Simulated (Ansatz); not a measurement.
Cost and result for the atomization energy of CH3BFO (`CB([O])F`) radical (7 atoms, 6 bonds).

Total charge 0; spin multiplicity 2. The geometry is a stationary point of PBE0-D4/def2-TZVP. Program: Ansatz. All runs use 2 threads of a server CPU on a shared host. Times are those of one run each, without the atoms' runs, and a repeat can differ threefold. Electronic energies, without spin–orbit coupling; frozen cores. CCSD(T)/CBS adds CCSD(T) − MP2 in def2-TZVPP to the MP2 limit, and its time is that of the two runs behind it. T1 = 0.018; ⟨S²⟩ of the reference is 0.76. B3LYP takes the VWN-RPA correlation (the form of Gaussian; ORCA's B3LYP/G).

CCSD(T)/CBS is a level of theory with its own doubt, some kJ/mol a heavy atom from the limit and from the frozen cores, so smaller differences don't rank the functionals.

```csv
level,functions,wall time
revPBE-D4/def2-TZVPP,166,4.1 s
BLYP-D4/def2-TZVPP,166,4.7 s
CAM-B3LYP-D4/def2-TZVPP,166,6.5 s
B3LYP-D4/def2-TZVPP (with forces),166,7 s
r2SCANh-D4/def2-TZVPP,166,7 s
r2SCAN-D4/def2-TZVPP (with forces),166,8 s
B2PLYP/def2-TZVPP,166,8.5 s
CCSD(T)/def2-SVP,71,8.5 s
ωB97M-V/def2-TZVPP (with forces),166,23 s
ωB97X-V/def2-TZVPP,166,25 s
MP2/def2-QZVPP,318,37 s
CCSD(T)/def2-TZVPP,166,2.3 min
CCSD(T)/CBS(def2),–,2.9 min
```

(1) What atomization energy does each give, and how far from CCSD(T)/CBS? (Estimate.)

Results:

(1) Ansatz gave: 
```csv
level,atomization (kcal/mol),difference from CCSD(T)/CBS,per bond
revPBE-D4/def2-TZVPP,685.5,4.4,0.7
BLYP-D4/def2-TZVPP,690.4,9.3,1.5
CAM-B3LYP-D4/def2-TZVPP,691.8,10.7,1.8
B3LYP-D4/def2-TZVPP (with forces),687.3,6.2,1.0
r2SCANh-D4/def2-TZVPP,688.3,7.2,1.2
r2SCAN-D4/def2-TZVPP (with forces),694.1,13.0,2.2
B2PLYP/def2-TZVPP,680.6,-0.5,-0.1
CCSD(T)/def2-SVP,656.1,-25.0,-4.2
ωB97M-V/def2-TZVPP (with forces),687.7,6.6,1.1
ωB97X-V/def2-TZVPP,685.2,4.1,0.7
MP2/def2-QZVPP,690.1,9.0,1.5
CCSD(T)/def2-TZVPP,666.2,-14.9,-2.5
CCSD(T)/CBS(def2),681.1,0.0,0.0
```

At CCSD(T), def2-SVP lies −25.0 kcal/mol from the extrapolated value and def2-TZVPP −15.0 kcal/mol: correlation converges slowly with the basis, and small sets miss more of it in the bonded molecule than in its fragments. From r2SCAN to r2SCAN0 (25 % exact exchange), in def2-TZVPP and without D4, the atomization energy moves by −13.9 kcal/mol: exact exchange takes away binding that semilocal exchange gives to molecules. Leaving LDA and LC-ωPBE aside and taking each functional with its dispersion term where it has one, the values, not all of them listed here, spread over 40.0 kcal/mol, from BHLYP-D4 to PBE-D4. LDA lies +86.1 kcal/mol from PBE without D4, its usual overbinding.
